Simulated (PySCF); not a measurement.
Compound: C7H11F.
Numbering: `[CH2:1]=[CH:2][C@H:3]([F:4])/[CH:5]=[CH:6]/[CH2:7][CH3:8]` (hydrogens: H9, H10 on C1; H11 on C2; H12 on C3; H13 on C5; H14 on C6; H15, H16 on C7; H17, H18, H19 on C8)

Cartesian coordinates in Å at the PBE0-D3(BJ)/def2-SVP level; atoms count from 1:
```xyz
19
C7H11F angstrom
C     -3.664    0.594   -0.782
C     -2.597   -0.070   -0.340
C     -1.472    0.560    0.427
F     -1.758    1.889    0.673
C     -0.177    0.463   -0.316
C      0.872   -0.249    0.103
C      2.172   -0.392   -0.621
C      3.364    0.078    0.206
H     -3.779    1.662   -0.583
H     -4.451    0.089   -1.346
H     -2.476   -1.141   -0.536
H     -1.370    0.052    1.405
H     -0.142    1.003   -1.270
H      0.797   -0.771    1.068
H      2.124    0.162   -1.573
H      2.316   -1.455   -0.890
H      3.440   -0.481    1.153
H      3.274    1.145    0.458
H      4.309   -0.064   -0.340
```

All values: CAM-B3LYP/def2-SVPD (PySCF, non-relativistic), on one gas-phase PBE0-D3(BJ)/def2-SVP geometry that isn't relaxed in the solvent. The solvent is an IEF-PCM continuum (van der Waals radii × 1.2), and excitations are vertical TDDFT with non-equilibrium linear response and a frozen core. Only the electrostatic response of the medium enters.

Gas-phase singlets (H = HOMO, L = LUMO):

| state | E (eV) | λ (nm) | f | leading configurations |
| --- | --- | --- | --- | --- |
| S1 | 6.765 | 183 | 0.638 | H→L 94% |
| S2 | 7.115 | 174 | 0.006 | H-1→L 82% |
| S3 | 7.398 | 168 | 0.017 | H→L+1 57%, H→L+2 14%, H-1→L 9% |
| S4 | 7.526 | 165 | 0.129 | H→L+3 36%, H-1→L+1 28%, H-1→L+2 17% |
| S5 | 7.659 | 162 | 0.006 | H→L+2 33%, H-1→L+1 14%, H→L+1 14% |

Question: Give the list for chloroform (ε = 4.711), n² = 2.09.

Answer: 
```csv
state,E (eV),λ (nm),f,leading configurations,change by rank (eV)
S1,6.633,187,0.825,H→L 95%,-0.132
S2,7.090,175,0.018,H-1→L 90%,-0.025
S3,7.389,168,0.029,"H→L+1 73%, H-1→L+1 10%",-0.009
S4,7.544,164,0.216,"H-1→L+1 54%, H→L+3 28%",+0.018
S5,7.706,161,0.013,"H→L+2 57%, H→L+5 9%, H→L+3 8%",+0.047
```

Question: What are the lowest 5 singlets in dimethylsulfoxide (ε = 46.83)?

Answer: 
```json
{"state": "S1", "E (eV)": "6.625", "λ (nm)": "187", "f": "0.829", "leading configurations": "H→L 95%", "change by rank (eV)": "-0.140"}
{"state": "S2", "E (eV)": "7.095", "λ (nm)": "175", "f": "0.024", "leading configurations": "H-1→L 90%", "change by rank (eV)": "-0.020"}
{"state": "S3", "E (eV)": "7.390", "λ (nm)": "168", "f": "0.030", "leading configurations": "H→L+1 73%, H-1→L+1 12%", "change by rank (eV)": "-0.008"}
{"state": "S4", "E (eV)": "7.551", "λ (nm)": "164", "f": "0.249", "leading configurations": "H-1→L+1 56%, H→L+3 24%, H→L+1 8%", "change by rank (eV)": "+0.025"}
{"state": "S5", "E (eV)": "7.725", "λ (nm)": "160", "f": "0.016", "leading configurations": "H→L+2 58%, H→L+5 9%", "change by rank (eV)": "+0.066"}
```

Question: The ground-state energy changes by -0.173 eV from gas to dimethylsulfoxide. By how much does the total energy of gas-phase S1 change?

Answer: E(S1) = E(S0) + excitation energy, so it changes by -0.173 − 0.140 = -0.313 eV: it is lowered more than the ground state, which is what a red shift means. This is the vertical state, with the slow part of the continuum still set for S0.

Question: How do the frontier levels move from gas to dimethylsulfoxide?

Answer: 
| orbital | gas (eV) | solvent (eV) | change (eV) | Löwdin shares, gas | Löwdin shares, solvent |
| --- | --- | --- | --- | --- | --- |
| LUMO+2 | 1.56 | 1.73 | +0.17 | C1 14 %, C2 14 %, C8 11 %, H19 7 % | C8 21 %, C7 11 %, C2 10 %, H19 9 % |
| LUMO+1 | 1.49 | 1.54 | +0.05 | C6 14 %, C8 12 %, H14 8 %, C7 8 % | C1 19 %, F4 14 %, C2 14 %, C3 10 % |
| LUMO | 0.73 | 0.81 | +0.08 | C6 19 %, C5 17 %, C1 15 %, C2 13 % | C6 18 %, C1 17 %, C5 16 %, C2 15 % |
| HOMO | -8.79 | -8.71 | +0.08 | C5 24 %, C6 22 %, C1 16 %, C2 16 % | C5 28 %, C6 25 %, C2 12 %, C1 11 % |
| HOMO-1 | -9.17 | -9.15 | +0.02 | C1 22 %, C2 22 %, C5 15 %, C6 11 % | C1 27 %, C2 26 %, C5 11 %, C3 10 % |
| HOMO-2 | -10.87 | -10.77 | +0.10 | F4 19 %, C3 13 %, C6 11 %, C2 11 % | C6 15 %, C7 14 %, F4 11 %, C3 10 % |
| HOMO-3 | -11.20 | -10.92 | +0.28 | C7 26 %, C8 20 %, H15 15 %, H17 10 % | C7 26 %, C8 22 %, H15 14 %, H17 10 % |

The HOMO–LUMO gap goes from 9.52 to 9.52 eV. Rows go by rank; for HOMO-3, HOMO-2, LUMO+1 and LUMO+2 the atom shares or the degeneracy differ between the runs, so the row needn't follow one orbital.
